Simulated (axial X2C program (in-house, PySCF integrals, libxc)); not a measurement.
# A run on NaCs²⁺ that gave no curve

A calculation with an axial X2C code built on PySCF integrals was to scan the bond of NaCs²⁺, spin-free and two-component.

Input:
```json
{"zs": [55, 11], "q": 2, "bas": ["dyall-v3z", "dyall-v3z"], "levels": ["PBE0", "HF", "BP86", "BLYP"], "cc": false, "r0": 3.87, "npts": 10, "nst": 2, "ntry": 6}
```
```bash
python so2c.py task.json out
```

Keys: zs atomic numbers; q charge; bas basis sets; levels methods; cc coupled cluster on or off; r0 starting distance in Å; npts points on the curve; nst determinants followed; ntry starts of the search. HF also brings MP2.

Outcome:

The PBE0 distance search ended without bracketing a minimum (the end of its range of 0.55 to 2.1 times the start, unconverged steps or the time limit), so no curve was computed. This does not show that the molecule is unbound.
